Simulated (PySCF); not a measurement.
## Dy(SH)3(H2O) at several levels of theory

Computed with PySCF 2.14.0 (density fitting, no spin-orbit coupling) at the geometry relaxed with PBE0:

```xyz
10
Dy(SH)3(H2O) (singlet in the valence; each metal's 4f electrons, 9 of them, lie in its core potential, out of spins and levels)
Dy    0.0078   -0.2480    0.0639
S     0.9256    1.7347    1.4882
H     2.2251    1.5215    1.1703
S    -2.1484   -1.4597    0.8740
H    -2.3116   -0.6184    1.9243
S     1.6762   -1.6051   -1.3890
H     0.9016   -2.7162   -1.3779
O    -1.1831    1.3433   -1.2442
H    -0.9892    2.2781   -1.0853
H    -2.1321    1.2630   -1.4058
```

| level | basis | state | HOMO (eV) | gap (eV) | charge on Dy1 (e) | population of f-type functions on Dy1 (polarisation alone where 4f lies in the core) | dipole about the centre of mass (D) | largest force component (eV/Å) |
| --- | --- | --- | --- | --- | --- | --- | --- | --- |
| PBE0 | Dy lcecp-1-SVP with ECP55, S def2-SVP, H def2-SVP, O def2-SVP | singlet | -6.96 | 5.71 | 0.71 | 0.04 | 5.01 | 0.02 |
| PBE0 | Dy lcecp-1-TZVP with ECP55, S def2-TZVP, H def2-TZVP, O def2-TZVP | singlet | -7.07 | 5.65 | 1.23 | 0.04 | 4.97 | 0.25 |

In the lcecp rows the 4f levels are missing from HOMO and gap, and the state counts the valence alone.

Charges are Mulliken's, which hang on the basis. The relaxation used the grid (50, 194), these runs (75, 302) or, all-electron (x2c bases, spin-free X2C Hamiltonian), (99, 590).

Task: A further run in the first row's basis gives HOMO (eV) -8.19, gap (eV) 7.71, charge on Dy1 (e) 0.64, population of f-type functions on Dy1 (polarisation alone where 4f lies in the core) 0.04, dipole about the centre of mass (D) 5.11, largest force component (eV/Å) 0.15. Which level was it?
A. CAM-B3LYP
B. HF

Result: A. The others give HOMO -9.66 eV (HF).

In the first row's basis the gap widens with exact exchange: 5.7 eV for PBE0 (a fixed share); 7.7 to 10.7 eV for CAM-B3LYP, Hartree–Fock (rising or full at long range).

No frequency check is given that shows the relaxed geometry to be a minimum. An lcecp potential fixes the number of 4f electrons, so in runs with it no electron can move into or out of that shell.
